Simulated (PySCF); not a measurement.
**Broadened absorption spectrum of C6H13PS**

C6H13PS.
SMILES: `CCP1CCSCC1`

The calculation used TDDFT CAM-B3LYP/def2-SVPD, vertical, gas phase, core orbitals frozen in the response (PySCF 2.14.0, density-fitted response routines). Geometry: PBE0-D3(BJ)/def2-SVP, one conformer, isolated molecule.

Broadening: Gaussians 0.25 eV wide at half height, area fixed by f = 4.319×10⁻⁹ ∫ε dν̃. The width is an assumption, not a result. The curve ends short of the highest state used, and states not computed would add to its high-energy end.

(λ (nm), ε (L mol⁻¹ cm⁻¹)): (190.6, 13326), (191.8, 15597), (192.9, 16153), (194.1, 14986), (195.2, 12770), (196.4, 10003), (197.6, 7719), (198.7, 6418), (199.9, 5778), (201.1, 5546), (202.2, 5308), (203.4, 4769), (204.6, 3922), (205.7, 3005), (206.9, 2039), (208.1, 1252), (209.2, 735), (210.4, 375), (211.5, 187), (212.7, 81), (213.9, 33), (215.0, 15), (216.2, 9), (217.4, 10), (218.5, 13), (219.7, 18), (220.9, 23), (222.0, 28), (223.2, 31), (224.4, 32), (225.5, 31), (226.7, 28), (227.8, 24), (229.0, 18), (230.2, 13), (231.3, 9), (232.5, 6), (233.7, 4), (234.8, 2), (236.0, 1), (237.2, 1), (238.3, 0), (239.5, 0), (240.6, 0)

(1) Where are the band maxima, and which computed states make them?

(2) Coming from long wavelengths, where does ε first pass 100 L mol⁻¹ cm⁻¹?

(3) On this curve, what absorbance would a 10⁻⁴ mol/L sample give at 193 nm over a 1 cm path?

(4) Does any computed singlet lie in the visible range?

Results:

(1) 224 nm (5.53 eV), ε about 32, made up of S1 (100%); 193 nm (6.43 eV), ε about 16000, made up of S3 (62%) and S4 (35%) (ε in L mol⁻¹ cm⁻¹; maxima over ε = 5, shares over 10%). The states used: S1 5.53 eV (f 0.0003); S2 6.13 eV (f 0.046); S3 6.41 eV (f 0.096); S4 6.47 eV (f 0.057); S5 6.58 eV (f 0.0070); S6 6.70 eV (f 0.0010); S7 6.87 eV (f 0.0025); S8 7.02 eV (f 0.031); S9 7.04 eV (f 0.0013); S10 7.11 eV (f 0.174).

(2) At about 212 nm (5.84 eV), 0.31 eV above S1.

(3) 193 nm is 6.424 eV, where ε is about 16000 L mol⁻¹ cm⁻¹, so A = ε c l ≈ 1.6 (Beer–Lambert, with the gas-phase spectrum and the assumed width).

(4) No computed singlet lies in the visible range (380 to 750 nm); the lowest, at 224 nm, stands 2.26 eV above its violet end (3.26 eV).

All these states lie below the vertical ionisation energy of 8.38 eV (ΔSCF).

Hardware: one thread of an Arm Neoverse V2, on a shared host. Cost: 4.8 min, 1.3 GiB resident at most.

Without π bonds the low states are Rydberg-like; a valence basis with one diffuse set may place them up to an eV too high.
